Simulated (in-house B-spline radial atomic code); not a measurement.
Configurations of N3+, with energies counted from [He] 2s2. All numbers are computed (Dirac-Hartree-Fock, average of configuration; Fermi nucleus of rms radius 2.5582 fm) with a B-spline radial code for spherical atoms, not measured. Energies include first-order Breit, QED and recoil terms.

```csv
configuration,E - E(ref) (eV),highest orbital,its <r> (bohr)
[He] 2s1 3p1,48.351,3p3/2,2.829
[He] 2s1 3d1,50.259,3d5/2,2.529
[He] 2s1 4d1,61.154,4d5/2,5.13
[He] 2s1 5p1,65.818,5p3/2,8.634
[He] 2s1 5d1,66.175,5d5/2,8.477
[He] 2s1 6p1,68.69,6p3/2,12.66
[He] 2s1 6f1,68.962,6f7/2,11.98
```

Task: Order these further configurations by energy, lowest first.
A. [He] 2s1 6g1
B. [He] 2s1 5f1
C. [He] 2s1 4p1
D. [He] 2s1 6d1
E. [He] 2s1 2p1

Result: E (8.5614 eV), C (60.427 eV), B (66.298 eV), D (68.891 eV), A (68.97 eV).

Task: How far above the reference does [He] 2s1 4f1 lie?

Result: 61.396 eV; its least bound orbital is 4f7/2 with <r> = 4.488 bohr.

Task: How far above the reference does [He] 2s1 5g1 lie?

Result: 66.309 eV; its least bound orbital is 5g9/2 with <r> = 6.874 bohr.
